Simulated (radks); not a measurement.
Species: the potassium ion K4+. Configuration: [Ne] 3s2 3p2 3d1 (not the ground configuration).

Calculated with a radial shooting solver on a logarithmic mesh with Libxc functionals: scalar-relativistic Kohn-Sham, PBE, spin-polarised, spherical densities, finite nucleus; open shells are filled with parallel spins first; Fermi nuclear charge, rms radius 3.4349 fm.

Energy parts (hartree):
part                       energy
total                  -595.87292
kinetic                 599.59942
electron-nucleus      -1384.32635
Hartree                 220.42514
exchange-correlation    -31.57113

Orbitals (lengths in bohr, moments of r in powers of bohr):
orbital  occ.  eigenvalue (hartree)      <r^4>     <r^2>
1s up       1             -132.0113  0.0002012  0.008834
1s down     1             -131.9892  0.0002011  0.008832
2s up       1             -15.38760    0.05586    0.1771
2s down     1             -15.35480    0.05531    0.1766
2p up       3             -12.71698    0.04766    0.1509
2p down     3             -12.67818    0.04708    0.1503
3s up       1              -3.38963      3.683     1.546
3s down     1              -3.20029      3.839     1.568
3p up       2              -2.72189      4.945     1.753
3p down     0              -2.53882      5.299     1.801
3d up       1              -1.74115      8.951     2.215
3d down     0              -1.57891      10.40     2.358

The highest occupied level is 3d up at -47.379 eV. The configuration is held as typed, so some empty levels lie below it. Summed over all electrons, <r^2> = 10.11 bohr^2, which gives a Langevin (diamagnetic) susceptibility term of -8.01 x 10^-6 cm^3/mol. The electron density at the nucleus is 5226 e/bohr^3 (large components only). The spin density at the nucleus is -0.6085 e/bohr^3 (1s -0.5166, 2s -0.1248, 3s 0.0329). The density falls to 0.001 e/bohr^3 at r = 2.82 bohr.
